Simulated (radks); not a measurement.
Valence configurations of Nb II (all share [Kr]). Calculated with a radial shooting solver on a logarithmic mesh with Libxc functionals: Dirac Kohn-Sham, LDA (Slater exchange, Perdew-Wang correlation), spin-unpolarised, spherical densities, point nucleus; open shells fill j = l - 1/2 first. Energies are relative to 4d4; eigenvalues in eV.

valence          E (eV)  e(4d3/2)  e(5p1/2)  e(5p3/2)  e(5s1/2)
4d4               0.000    -9.570         -         -         -
4d2 5p2          10.558   -15.890    -8.623         -         -
5p4              30.361         -   -10.959   -10.625         -
4d3 5p1           4.339   -12.628    -7.412         -         -
5s1 5p3          24.769         -   -10.521   -10.197   -15.738
4d3 5s1           0.364   -11.659         -         -   -10.766
4d2.5 5s0.5 5p1   5.093   -13.771    -7.775         -   -11.951
4d3.5 5s0.5       0.055   -10.580         -         -   -10.227
5s2 5p2          19.282         -   -10.056         -   -15.176
4d2 5s2           1.870   -14.020         -         -   -11.861

NIST lists [Kr] 4d4 as the ground configuration; this level of theory agrees among the configurations tried. The energies are those of spherical spin-averaged densities, not of single terms.
